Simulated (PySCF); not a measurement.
## How methods differ on the excitation energy of S

S [Ne] 3s2 3p4 (3P) → S [Ne] 3s1 3p5 (3P), as a difference of total energies. Computed with PySCF 2.14 in dyall-acv3z (19s12p6d4f, 113 functions), with scalar relativity by spin-free X2C-1e. Correlated levels: valence: [Ne] frozen; virtual orbitals above 40 to 60 times the deepest correlated orbital energy dropped. The calculations carry no spin-orbit coupling.

| method | excitation energy (eV) | error (eV) |
| --- | --- | --- |
| UHF | 11.584 | +2.656 |
| MP2 (valence) | 10.539 | +1.611 |
| SCS-MP2 (valence) | 10.423 | +1.495 |
| CCSD (valence) | 9.563 | +0.635 |
| CCSD(T) (valence) | 9.026 | +0.098 |

Reference: 8.928 eV (measured; NIST levels, between the centres of gravity of the two terms).

Errors of the correlated levels include the incompleteness of this basis and the frozen core.

The upper state lies above the first ionisation limit, where it may autoionise and the basis confines it.

The coupled-cluster amplitudes are large for the upper state (T1 above 0.03 or a double amplitude above 0.15), so a single reference is strained.
